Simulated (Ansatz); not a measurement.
`C#C[Si](Cl)(Cl)Cl` and `C#C[Si](Cl)(Cl)C#C` differ in one atom or group.

Ansatz, PBE0-D4/def2-TZVP geometries, multiplicity 1. 

```tsv
property	`C#C[Si](Cl)(Cl)Cl`
size of the dipole moment (ωB97M-V/def2-TZVPP) / D	1.85
HOMO–LUMO gap (B3LYP/def2-TZVPP) / eV	7.55
HOMO–LUMO gap (PBE0/def2-TZVPP) / eV	8.00
HOMO energy (PBE0/def2-TZVPP) / eV	-8.93
LUMO energy (B3LYP/def2-TZVPP) / eV	-1.10
HOMO–LUMO gap (PBE/def2-TZVPP) / eV	5.80
```

(1) Give the same properties after the change, and the shifts. (Estimate.)

## Answers

(1) The calculation gave: 
```
                                          property  `C#C[Si](Cl)(Cl)C#C`  shift
size of the dipole moment (ωB97M-V/def2-TZVPP) / D                  2.11   0.26
             HOMO–LUMO gap (B3LYP/def2-TZVPP) / eV                  6.99  -0.56
              HOMO–LUMO gap (PBE0/def2-TZVPP) / eV                  7.43  -0.57
                HOMO energy (PBE0/def2-TZVPP) / eV                 -8.62   0.31
               LUMO energy (B3LYP/def2-TZVPP) / eV                 -1.35  -0.25
               HOMO–LUMO gap (PBE/def2-TZVPP) / eV                  5.30  -0.50
```

With PBE0 the HOMO rises by 0.31 eV and the LUMO falls by 0.26 eV, so the gap narrows by about 0.57 eV. PBE moves the HOMO by 0.26 eV and ωB97M-V by 0.32 eV. The zero-point energy changes by 46.2 kJ/mol with +6 modes. Dipoles are sizes alone; their direction can turn.

B3LYP here is the variant with VWN-RPA as its local correlation; programs differ in this.
